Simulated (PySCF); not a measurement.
A structure optimised at PBE-D3(BJ)/def2-SVP, used in a PySCF frequency run:

```
O
C 1 1.4248
H 2 1.1103 1 107.26
H 2 1.1136 3 107.93 1 -121.61
H 2 1.1136 3 107.93 4 -116.78
Sn 1 1.9849 2 119.05 3 180.00
F 6 1.9514 1 107.86 2 55.14
F 6 1.9514 7 102.71 1 113.76
H 6 1.7117 7 112.50 8 121.20
```
Charge 0, spin multiplicity 1.

### Question
Write its SMILES, formula and point group.

### Answer
C[O][SnH]([F])[F], CH₄F₂OSn, Cs

### Question
What are its rotational constants (standard atomic weights)?

### Answer
3.5586, 2.1918, 1.8832 GHz
